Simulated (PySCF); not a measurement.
**Electron correlation in C⁺ (carbon, charge +1)**

[He] 2s2 2p1, 2P determinant. Calculation: PySCF 2.14, in aug-cc-pVDZ-DK; the spin-free X2C one-electron Hamiltonian (Gaussian nucleus). Frozen: 1s2; 3 electrons correlated.

```json
{"level": "CCSD", "correlation energy (mhartree)": "-67.23"}
{"level": "(T)", "correlation energy (mhartree)": "-0.69"}
{"level": "CCSD(T)", "correlation energy (mhartree)": "-67.92"}
{"level": "CCSDT", "correlation energy (mhartree)": "-68.17"}
{"level": "FCI", "correlation energy (mhartree)": "-68.17"}
```

Diagnostics: T1 = 0.0091, D1 = 0.0175, largest double amplitude 0.134, weight of the Hartree-Fock determinant in FCI 0.9421 (5082 determinants).

Cost of the coupled-cluster step: of the order of 0.22 core-seconds, for 3 correlated electrons.
